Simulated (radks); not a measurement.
Results of a calculation; reference values are marked as such.
Effect of the nuclear size on the titanium ion Ti2+, [Ar] 3d2. Level of theory: Dirac Kohn-Sham, LDA (Slater exchange, Perdew-Wang correlation), spin-unpolarised, spherical densities, finite nucleus; open shells fill j = l - 1/2 first; Fermi nuclear charge, rms radius 3.5921 fm (a radial shooting solver on a logarithmic mesh with Libxc functionals). The rms radius is varied about that value; shifts are against it.

| rms radius (fm) | total energy shift (eV) | density at nucleus (e/bohr^3) | 1s1/2 shift (meV) | 2s1/2 shift (meV) | 3s1/2 shift (meV) |
|---|---|---|---|---|---|
| 3.1036 | -0.0123 | 8475 | -5.21 | -0.436 | -0.060 |
| 3.4556 | -0.00361 | 8447 | -1.53 | -0.128 | -0.018 |
| 3.5921 | 0 | 8437 | 0.000 | 0.000 | 0.000 |
| 3.8507 | 0.00722 | 8419 | 3.06 | 0.256 | 0.035 |
| 4.0016 | 0.0117 | 8409 | 4.94 | 0.413 | 0.057 |

Slopes of the eigenvalues against <r^2> in GHz/fm^2, as finite differences over the two radii next to the reference (eigenvalue slopes, not the field-shift constants of lines): 1s1/2 384, 2s1/2 32.2, 3s1/2 4.43.
